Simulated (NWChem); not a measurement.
# CH2N cation; SMILES [NH+]#C

```xyz
4

C     -0.0003     0.5958     0.0000
N      0.0005    -0.5327     0.0000
H     -0.0008     1.6789     0.0000
H      0.0030    -1.5477     0.0000
```
Atoms are numbered in this order, from 1.

All runs: NWChem. Pople sets run with spherical d functions. Structure relaxed at the PBE0-D3(BJ)/def2-TZVP level. Atomic charges in e: unrestrained fits to the electrostatic potential beside Mulliken populations; the two definitions need not agree.

For level Hartree-Fock/6-31G*:

```
Item         Value
-----------  -----
Mulliken C1   0.47
ESP N2       -0.25
Mulliken N2  -0.48
```

**Question.** What are these values for level B3LYP/def2-SVP?

**Answer.** 
- Mulliken C1 = 0.27
- ESP N2 = -0.12
- Mulliken N2 = 0.23
